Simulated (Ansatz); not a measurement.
Geometry optimisation, DFT LDA, scalar-relativistic, plane waves, PAW (Ansatz).

The input (input.yaml):

```yaml
crystal:
  lattice:
    - [12.15, 0.0, 0.0]
    - [0.0, 5.727565, 0.0]
    - [0.0, 0.0, 13.863782]
  atoms:
    - { symbol: Al, position: [0.0, 0.0, 0.0721304] }
    - { symbol: Al, position: [0.3333333, 0.0, 0.0721304] }
    - { symbol: Al, position: [0.6666667, 0.0, 0.0721304] }
    - { symbol: Al, position: [0.0, 0.5, 0.0721304] }
    - { symbol: Al, position: [0.3333333, 0.5, 0.0721304] }
    - { symbol: Al, position: [0.6666667, 0.5, 0.0721304] }
    - { symbol: Al, position: [0.1666667, 0.25, 0.1754133] }
    - { symbol: Al, position: [0.5, 0.25, 0.1754133] }
    - { symbol: Al, position: [0.8333333, 0.25, 0.1754133] }
    - { symbol: Al, position: [0.1666667, 0.75, 0.1754133] }
    - { symbol: Al, position: [0.5, 0.75, 0.1754133] }
    - { symbol: Al, position: [0.8333333, 0.75, 0.1754133] }
    - { symbol: Al, position: [0.0, 0.0, 0.2786961] }
    - { symbol: Al, position: [0.3333333, 0.0, 0.2786961] }
    - { symbol: Al, position: [0.6666667, 0.0, 0.2786961] }
    - { symbol: Al, position: [0.0, 0.5, 0.2786961] }
    - { symbol: Al, position: [0.3333333, 0.5, 0.2786961] }
    - { symbol: Al, position: [0.6666667, 0.5, 0.2786961] }
    - { symbol: Mg, position: [0.1680512, -0.0040247, 0.4078095] }
basis:
  ecutwfc: 420.0
kpoints:
  mp_grid: { grid: [2, 3, 1] }
hamiltonian:
  xc: lda
scf:
  occupations: { method: fermi_dirac, width: 0.15 }
  lower_state_search: "off"
relax:
  f_tol: 0.03
  max_steps: 60
  adjacent_minimum: "off"
  constraints: [{ sites: [0, 1, 2, 3, 4, 5] }]
```

Run as:

```bash
$ ansatz run input.yaml --threads 2 --pin off --max-ram 5120MiB --backend cpu --events-out ev --progress --plain --runs-dir out
```

Q: Where does it end, and by what steps?

A: The run converged. The force dipped under the threshold on the way, but the program's further checks kept it going. Limits of this set-up: coarse k mesh, thin slab, slab without dipole correction, a typed lattice constant that wasn't relaxed here. After 11 steps the energy has fallen by 0.576 eV; Mg19 moved furthest, 1.56 Å. Joined: Al10–Mg19 (3.52 → 2.87 Å), Al16–Mg19 (3.93 → 2.82 Å), Al17–Mg19 (3.91 → 2.82 Å).

```
step  energy less start (eV)  largest force component (eV/Å)  accepted
   0                  0.0000                           0.395       yes
   1                 -0.1736                           0.326       yes
   2                 -0.2413                           0.258       yes
   3                 -0.2792                           0.187       yes
   4                 -0.3288                           0.221       yes
   5                 -0.3988                           0.292       yes
   6                 -0.4744                           0.247       yes
   7                 -0.5350                           0.137       yes
   8                 -0.5626                           0.070       yes
   9                 -0.5745                           0.015       yes
  10                 -0.5745                           0.015       yes
  11                 -0.5756                           0.026       yes
```

```xyz
19
Lattice="12.1500 0.0000 0.0000 0.0000 5.7276 0.0000 0.0000 0.0000 13.8638" Properties=species:S:1:pos:R:3
Al 0.000 0.000 1.000
Al 4.050 0.000 1.000
Al 8.100 0.000 1.000
Al 0.000 2.864 1.000
Al 4.050 2.864 1.000
Al 8.100 2.864 1.000
Al 2.025 1.432 2.407
Al 6.098 1.432 2.361
Al 10.102 1.432 2.361
Al 2.025 4.292 2.116
Al 6.071 4.294 2.353
Al 10.130 4.294 2.353
Al -0.047 0.040 3.754
Al 4.097 0.040 3.754
Al 8.100 -0.011 3.748
Al -0.052 2.828 3.753
Al 4.102 2.828 3.753
Al 8.100 2.873 3.753
Mg 2.025 -1.437 4.986
```

Whether the end is a true minimum wasn't checked by a vibrational analysis.

Time of the run: 36 s on 2 threads of Intel(R) Xeon(R) Platinum 8488C (Sapphire Rapids), on a shared host, peak memory 0.93 GiB.
